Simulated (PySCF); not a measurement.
The numbers are results of PBE-D3(BJ)/def2-TZVP // r2SCAN-D4/def2-TZVP in PySCF, not measurements. Gas-phase values, no solvent. One relaxed conformer stands for a flexible species; it need not be the lowest. Delta-SCF ions had no search for a lower state. Excitations are Tamm–Dancoff values on a coarser integration grid. The basis has no diffuse functions, so Rydberg states are missing or too high.

Reference species (SMILES): `O[Si](O)=[SiH2]` (H–O–Si–Si torsion -19°, Si–Si–O–H torsion -165°) (neutral, multiplicity 1).

```
Item                                      Result
--------------------------------------  --------
vertical ionisation energy (Delta-SCF)   8.13 eV
HOMO                                    -5.29 eV
T1 excitation (TDA)                      2.43 eV
HOMO–LUMO gap                            3.09 eV
```

Changed species: `O=[Si](O)[SiH3]` (Si–Si–O–H torsion 0°).

Give the shifts of the vertical ionisation energy (Delta-SCF), HOMO, T1 excitation (TDA) and HOMO–LUMO gap.

the vertical ionisation energy (Delta-SCF) rises by 1.81 eV, to 9.94 eV; the HOMO falls by 1.27 eV, to -6.56 eV; the T1 excitation (TDA) increases by 1.36 eV, to 3.79 eV; the HOMO–LUMO gap rises by 0.95 eV, to 4.04 eV.
